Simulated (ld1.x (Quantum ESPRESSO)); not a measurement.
**Varying the RRKJ potential for C**

Base potential:

```
Element                 : carbon (C)
Generator               : ld1.x (Quantum ESPRESSO) 7.5
Type                    : norm-conserving RRKJ (Kleinman–Bylander form)
Functional              : PBEsol
Relativity              : scalar-relativistic
Frozen core             : [He]
Valence charge          : 4
Reference configuration : 2s2 2p2
Partial waves           : 2s (bound): rc 1.25 bohr; 2p (bound): rc 2.90 bohr
Local potential         : all-electron potential smoothed inside 1.00 bohr (lloc = -1)
Core correction         : none
rho0                    : 0.01
```

All-electron outer shells of the reference configuration (PBEsol, scalar-relativistic, ld1.x):

```csv
shell,level (eV),outermost node (bohr),outermost maximum (bohr)
1s,-272.04,–,0.18
2s,-13.65,0.38,1.22
2p,-5.23,–,1.20
```

Cutoffs, loose and tight: the cutoffs (Ry, on a coarse ladder) from which the occupation-weighted sum of valence levels, in a spherical-Bessel basis at the reference potential, stays within 10 and 1 mRy of its value at 400 Ry. They do not see the model core or the augmentation charge, which bear on the density cutoff. Test errors are all-electron minus pseudo excitation energies from the reference, over the configurations 2s2 2p1; 2s2 2p0; 2s1 2p0; 2s1 2p3; 2s1 2p2; 2s0 2p4; 2s2 2p2.3. A dash means not determined; rows that change the core or the reference have their own tests.

```tsv
change	outcome	cutoff, loose	cutoff, tight	bound ghosts	largest test error (meV)
base	generated	45 Ry	60 Ry	none	+2442
local potential all-electron potential smoothed inside 2.22 bohr (lloc = -1)	generated	45 Ry	60 Ry	none	+4269
reference 2s2 2p1	generated	50 Ry	70 Ry	none	+1338
all radii scaled by about 0.72 (s 0.90, p 2.08 bohr); local potential all-electron potential smoothed inside 0.72 bohr (lloc = -1)	generated	60 Ry	180 Ry	none	+799
type TM; local potential the s channel; rho0 0	generated	35 Ry	80 Ry	none	+1836
core correction a·sin(br)/r model core inside 1.48 bohr	generated	45 Ry	60 Ry	none	+2441
functional LDA (PZ)	generated	50 Ry	70 Ry	none	+2600
local potential the p channel	generated	50 Ry	60 Ry	none	+1807
wave 2p (bound): rc 2.90 bohr becomes 2p (bound): rc 2.18 bohr	generated	45 Ry	60 Ry	none	+941
local potential all-electron potential smoothed inside 1.58 bohr (lloc = -1)	generated	50 Ry	60 Ry	none	+2433
wave 2p (bound): rc 2.90 bohr becomes 2p (bound): rc 2.04 bohr	generated	45 Ry	60 Ry	none	+734
wave 2p (bound): rc 2.90 bohr becomes 2p (bound): rc 3.46 bohr	generated	45 Ry	60 Ry	none	+4257
```

**Question.** What comes out with this change to the base: wave 2s (bound): rc 1.25 bohr becomes 2s (bound): rc 1.56 bohr?

**Answer.** outcome: generated; cutoff, loose: 45 Ry; cutoff, tight: 55 Ry; bound ghosts: none; largest test error (meV): +2446.
